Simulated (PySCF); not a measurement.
Ge(OH)(NH2)3, SMILES [NH2][Ge]([NH2])([NH2])[OH] at its PBE0/def2-SVP optimised geometry (Å):

```
12

N     -0.8173     0.6311     0.0000
Ge    -0.3168    -1.1250     0.0000
N     -0.6895    -2.1367    -1.4616
N     -1.1716    -1.8185     1.4525
O      1.4653    -1.1250     0.0000
H     -0.5767     1.1250    -0.8558
H     -1.8098     0.7676     0.1751
H     -1.4441    -2.8070    -1.3590
H      0.1236    -2.5784    -1.8799
H     -1.1167    -1.2542     2.2959
H     -0.9258    -2.7779     1.6786
H      1.8098    -0.3627     0.4775
```

Method: PBE0/def2-TZVP (PySCF 2.14.0). Cells within 0.4 Å of a nucleus heavier than hydrogen are left out (blank, or x).

Map of the log10 of the electron density (e/bohr³), floored at −4 on the plane z = 1.5 Å:

```
|00000000000000000000000000000|
|00000000000000000000000000000|
|00000000000000000000000000000|
|00000000000000000000000000000|
|00000000000000000000000000000|
|00000000000000000000000000000|
|00000000011111100000000000000|
|00000000122222210000000000000|
|00000011223333221000000000000|
|00000012333443322100000000000|
|00000122334444332100000000000|
|00000123344444432211000000000|
|00000123344444433222211000000|
|00000122344444433222222100000|
|00000122334444433333333210000|
|00001233444544443334443210000|
|00012344556655544444443210000|
|00013445677766554444443210000|
|00123456788877654444443210000|
|0012456789x987654444433210000|
|001345689xxx98654444332210000|
|001345689xxx97654333332100000|
|00123567899987654332221000000|
|00123456789987543222110000000|
|00012345678986543211000000000|
|00002234567765432100000000000|
|00001123455554321000000000000|
|00000012334443210000000000000|
|00000001222222100000000000000|
```
Scale: ten equal steps from -4.00 (start of '0') to -0.361 (end of '9'), in the order '0123456789'; x runs from -4.00 to 4.00, y from -4.00 (bottom) to 4.00 (top).
